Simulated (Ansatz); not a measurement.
Basis sets compared for Sr2Se⁺. Total charge 1; doublet. Geometry B3LYP-D4/def2-TZVP. Ansatz on 4 threads of Arm Neoverse V2 on a shared host; times are rough, and most runs start from earlier orbitals.

```csv
atom,x (Å),y (Å),z (Å)
Sr1,-1.308,-2.316,-0.621
Sr2,1.165,2.381,0.658
Se3,0.143,-0.065,-0.037
```

In the def2 sets Sr takes a core potential; there is no spin–orbit coupling. The structure comes from a short search, and lower isomers may exist.

```
           level  functions  energy (Eh)  HOMO (eV)  LUMO (eV)  wall time
 PBE-D4/def2-SVP         78   -2462.2065      -6.43      -6.15      1.4 s
PBE0-D4/def2-SVP         78   -2462.2689      -6.66      -5.81      2.2 s
```

**Question.** Estimate the rows for PBE-D4/def2-TZVP (with forces), PBE0-D4/def2-TZVP.

**Answer.** 
```
                         level  functions  energy (Eh)  HOMO (eV)  LUMO (eV)  wall time
PBE-D4/def2-TZVP (with forces)        114   -2462.5216      -6.41      -6.13        2 s
             PBE0-D4/def2-TZVP        114   -2462.5826      -6.65      -5.80        7 s
```
